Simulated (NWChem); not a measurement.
System: SiNH4OBr; SMILES N[SiH](O)Br

```xyz
8

Si    -0.0049    -0.9551    -0.3881
N      1.2550    -1.8617     0.3033
O     -1.4254    -1.4978     0.2585
Br     0.0347     1.2630     0.0446
H      0.1021    -1.0603    -1.8627
H      2.1569    -1.9288    -0.1526
H      1.3173    -2.0013     1.3053
H     -2.1025    -0.8272     0.3917
```
Atoms are numbered in this order, from 1.

Results from NWChem. Pople sets run with spherical d functions. All runs use the structure optimised with PBE0/def2-SVP.

**Question.** What does the run give for Hartree-Fock/6-31G*? Quantities: highest occupied level (eV); orbital gap (eV); dipole (D).

**Answer.** 
```
Item                          Value
---------------------------  ------
highest occupied level (eV)  -11.06
orbital gap (eV)              15.57
dipole (D)                     1.23
```
